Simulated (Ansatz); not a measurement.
Ansatz (a quantum-chemistry and plane-wave program) input (CCSD(T)/6-31G*):

Ansatz 0.2 input:
```yaml
crystal:
  periodic: [false, false, false]
  atoms:
    - {symbol: C, position_ang: [-0.20630078, -1.26078573, -1.49992088]}
    - {symbol: Ge, position_ang: [-0.00682163, -0.02027651, -0.02570323]}
    - {symbol: C, position_ang: [-0.07435609, 1.82358992, -0.71489116]}
    - {symbol: C, position_ang: [-1.45412509, -0.32371849, 1.27394254]}
    - {symbol: C, position_ang: [1.73243543, -0.30445355, 0.86595605]}
    - {symbol: H, position_ang: [-0.70290034, -2.21876201, -1.39235943]}
    - {symbol: H, position_ang: [0.19578174, -1.06092033, -2.48709134]}
    - {symbol: H, position_ang: [0.06949327, 2.53680172, 0.09773576]}
    - {symbol: H, position_ang: [-1.03751475, 2.02225262, -1.18521255]}
    - {symbol: H, position_ang: [0.71111624, 1.98172877, -1.45484664]}
    - {symbol: H, position_ang: [-2.42620743, -0.14505349, 0.81389428]}
    - {symbol: H, position_ang: [-1.42794248, -1.35097981, 1.63939933]}
    - {symbol: H, position_ang: [-1.34527725, 0.34759276, 2.12661956]}
    - {symbol: H, position_ang: [1.79954179, -1.31979208, 1.25680159]}
    - {symbol: H, position_ang: [2.55100696, -0.14881172, 0.16306651]}
    - {symbol: H, position_ang: [1.84527348, 0.39699885, 1.69397693]}
basis:
  gaussian:
    orbitals: 6-31G*
magnetization: {spin_polarized: true, initial_magnetization: 1}
correlation: {method: ccsd_t, electrons: outside_noble_gas}
```

Output:

```
Functional definition: HF
integrals: 0.36 GiB planned
1230 factors; integrals over basis functions are off by at most 6.0e-4 eV
1.24 GiB of device memory are held for the factors and their scratch space
mean field: 0.89 GiB planned
mean field evaluation 1: about -60757.5804 eV, gradient 2.4e1 eV
mean field evaluation 2: about -60757.6169 eV, gradient 2.4e1 eV
mean field evaluation 4: about -60760.8563 eV, gradient 2.5e0 eV
mean field evaluation 8: about -60760.9097 eV, gradient 1.6e-1 eV
mean field evaluation 16: about -60760.4617 eV, gradient 8.1e0 eV
mean field -60760.91027438 eV, -2232.9222673591 hartree, gradient 2.7e-6 eV, S^2 0.762256; 0 other end points of the search recorded, 0 dependent functions left out
18 core orbitals not correlated
reference -60760.91027438 eV, -2232.9222673591 hartree; 16, 15 occupied and 83, 84 virtual orbitals, 1230 factors
second order -15.86425872 eV of doubles, -0.00000000 eV of singles
coupled cluster: 2.32 GiB planned
cycle   1  -17.15649742 eV  change    -1.3e0 eV  update   9.2e-2
cycle   2  -17.70389304 eV  change   -5.5e-1 eV  update   2.9e-2
cycle   3  -17.78645507 eV  change   -8.3e-2 eV  update   1.1e-2
cycle   4  -17.78981526 eV  change   -3.4e-3 eV  update   3.8e-3
cycle   5  -17.78975237 eV  change    6.3e-5 eV  update   1.9e-3
cycle   6  -17.78990326 eV  change   -1.5e-4 eV  update   6.8e-4
cycle   7  -17.79004295 eV  change   -1.4e-4 eV  update   2.7e-4
cycle   8  -17.79002532 eV  change    1.8e-5 eV  update   9.3e-5
cycle   9  -17.78999608 eV  change    2.9e-5 eV  update   4.0e-5
cycle  10  -17.78999420 eV  change    1.9e-6 eV  update   1.4e-5
perturbative correction -0.48578859 eV, -0.0178524014 hartree
Total energy: -60779.18605716 eV, -2233.5938899887 hartree
```

It need not be the lowest isomer of its formula.
